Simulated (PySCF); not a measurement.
# Basis-set dependence of population analyses: `C#CB(F)B[SiH2]F`

Species: C2H4B2F2Si.
Cartesian coordinates in Å at the PBE0-D3(BJ)/def2-SVP level; atoms count from 1:
```xyz
11
C2H4B2F2Si angstrom
C      2.782   -0.524   -0.516
C      1.924   -0.395    0.340
B      0.730   -0.276    1.293
F      0.904    0.164    2.536
B     -0.753   -0.680    0.615
Si    -1.792    0.713   -0.384
F     -1.000    2.144   -0.356
H      3.554   -0.629   -1.259
H     -1.197   -1.806    0.627
H     -1.989    0.341   -1.818
H     -3.125    0.922    0.261
```

PBE0 throughout (PySCF), one geometry, spherical d and f functions. Isolated species at its PBE0-D3(BJ)/def2-SVP geometry (one conformer only). The first 7 of 10 kinds of atom are listed.

Mulliken charges (e):

```
        basis  functions      C1      C2      B3      F4      B5     Si6      F7
     pcSseg-0         75  -0.246  -0.386  +0.753  -0.294  -0.495  +0.871  -0.503
       6-31G*        110  -0.243  -0.067  +0.393  -0.239  -0.242  +0.678  -0.418
      cc-pVDZ        122  -0.146  +0.057  +0.240  -0.075  -0.245  +0.561  -0.330
     def2-SVP        122  -0.101  +0.012  +0.234  -0.090  -0.269  +0.624  -0.357
  aug-cc-pVDZ        201  +0.854  -0.386  +0.718  -0.459  -0.936  -0.023  -0.651
6-311+G(2d,p)        221  -0.337  +0.096  +0.145  -0.249  +0.174  +0.507  -0.441
    def2-TZVP        247  -0.207  -0.037  +0.280  -0.216  -0.068  +0.378  -0.332
      cc-pVTZ        270  -0.024  -0.162  +0.278  -0.188  -0.195  +0.463  -0.306
     IGLO-III        294  -0.173  -0.178  +0.582  -0.338  -0.097  +0.900  -0.505
     pcSseg-2        315  -0.153  -0.082  +0.521  -0.321  -0.116  +0.787  -0.427
```

IAO charges (e):

| basis | functions | C1 | C2 | B3 | F4 | B5 | Si6 | F7 |
| --- | --- | --- | --- | --- | --- | --- | --- | --- |
| pcSseg-0 | 75 | -0.131 | -0.151 | +0.364 | -0.262 | -0.225 | +0.786 | -0.497 |
| 6-31G* | 110 | -0.142 | -0.162 | +0.406 | -0.284 | -0.236 | +0.929 | -0.530 |
| cc-pVDZ | 122 | -0.150 | -0.154 | +0.398 | -0.281 | -0.242 | +0.918 | -0.530 |
| def2-SVP | 122 | -0.142 | -0.153 | +0.394 | -0.280 | -0.237 | +0.929 | -0.530 |
| aug-cc-pVDZ | 201 | -0.156 | -0.154 | +0.405 | -0.291 | -0.238 | +0.924 | -0.543 |
| 6-311+G(2d,p) | 221 | -0.155 | -0.156 | +0.408 | -0.293 | -0.246 | +0.951 | -0.547 |
| def2-TZVP | 247 | -0.156 | -0.157 | +0.413 | -0.294 | -0.251 | +0.963 | -0.548 |
| cc-pVTZ | 270 | -0.156 | -0.158 | +0.412 | -0.293 | -0.248 | +0.950 | -0.544 |
| IGLO-III | 294 | -0.157 | -0.157 | +0.412 | -0.294 | -0.249 | +0.959 | -0.548 |
| pcSseg-2 | 315 | -0.155 | -0.157 | +0.412 | -0.294 | -0.250 | +0.961 | -0.548 |

Hirshfeld charges (e):

| basis | functions | C1 | C2 | B3 | F4 | B5 | Si6 | F7 |
| --- | --- | --- | --- | --- | --- | --- | --- | --- |
| pcSseg-0 | 75 | -0.049 | -0.121 | +0.172 | -0.114 | +0.040 | +0.383 | -0.238 |
| 6-31G* | 110 | -0.063 | -0.118 | +0.185 | -0.115 | +0.047 | +0.334 | -0.213 |
| cc-pVDZ | 122 | -0.056 | -0.118 | +0.170 | -0.108 | +0.038 | +0.344 | -0.201 |
| def2-SVP | 122 | -0.054 | -0.119 | +0.173 | -0.114 | +0.038 | +0.355 | -0.205 |
| aug-cc-pVDZ | 201 | -0.056 | -0.122 | +0.188 | -0.130 | +0.040 | +0.359 | -0.221 |
| 6-311+G(2d,p) | 221 | -0.054 | -0.124 | +0.191 | -0.136 | +0.042 | +0.362 | -0.222 |
| def2-TZVP | 247 | -0.055 | -0.121 | +0.188 | -0.132 | +0.041 | +0.352 | -0.212 |
| cc-pVTZ | 270 | -0.056 | -0.120 | +0.186 | -0.128 | +0.040 | +0.349 | -0.208 |
| IGLO-III | 294 | -0.056 | -0.124 | +0.188 | -0.134 | +0.042 | +0.352 | -0.211 |
| pcSseg-2 | 315 | -0.055 | -0.121 | +0.191 | -0.134 | +0.040 | +0.359 | -0.218 |

ESP-fitted charges (e):

```csv
basis,functions,C1,C2,B3,F4,B5,Si6,F7
pcSseg-0,75,-0.233,-0.242,+0.553,-0.280,-0.094,+0.715,-0.377
6-31G*,110,-0.275,-0.156,+0.375,-0.199,+0.029,+0.419,-0.261
cc-pVDZ,122,-0.252,-0.184,+0.397,-0.209,+0.018,+0.439,-0.270
def2-SVP,122,-0.250,-0.187,+0.414,-0.219,-0.002,+0.487,-0.280
aug-cc-pVDZ,201,-0.296,-0.155,+0.419,-0.229,+0.014,+0.442,-0.277
"6-311+G(2d,p)",221,-0.295,-0.172,+0.452,-0.243,0.000,+0.470,-0.288
def2-TZVP,247,-0.299,-0.158,+0.429,-0.234,+0.008,+0.454,-0.273
cc-pVTZ,270,-0.292,-0.162,+0.422,-0.229,+0.011,+0.450,-0.267
IGLO-III,294,-0.293,-0.162,+0.425,-0.233,+0.013,+0.436,-0.269
pcSseg-2,315,-0.286,-0.178,+0.463,-0.247,-0.008,+0.511,-0.299
```

Task: Which scheme is steadiest as the basis changes?

Result: Largest range over the bases for any column: Hirshfeld 0.05 e, IAO 0.18 e, ESP-fitted 0.30 e, Mulliken 1.19 e. Hirshfeld charges move least and Mulliken charges most, counted in e.

Task: How much do the charges still move between the two largest bases, IGLO-III and pcSseg-2?

Result: At most, over all atoms: Mulliken 0.113 e, IAO 0.002 e, Hirshfeld 0.008 e, ESP-fitted 0.075 e.

Task: What do the same runs give for the total energy, the frontier levels and the dipole moment?

Result: 
```
        basis  energy (Eh)  HOMO (eV)  LUMO (eV)  μ (D)
     pcSseg-0    -615.9447      -8.35      -3.00   2.77
       6-31G*    -616.9907      -7.80      -2.54   2.20
      cc-pVDZ    -617.0276      -7.96      -2.74   2.24
     def2-SVP    -616.6774      -8.03      -2.80   2.28
  aug-cc-pVDZ    -617.0518      -8.08      -2.85   2.34
6-311+G(2d,p)    -617.1326      -8.12      -2.89   2.41
    def2-TZVP    -617.1672      -8.08      -2.86   2.29
      cc-pVTZ    -617.1527      -8.06      -2.83   2.24
     IGLO-III    -617.1728      -8.10      -2.87   2.32
     pcSseg-2    -617.1715      -8.11      -2.89   2.41
```

The dipole is fixed by the density alone, so its range of 0.57 D shows that the density itself changes with the basis, not only its division among atoms.
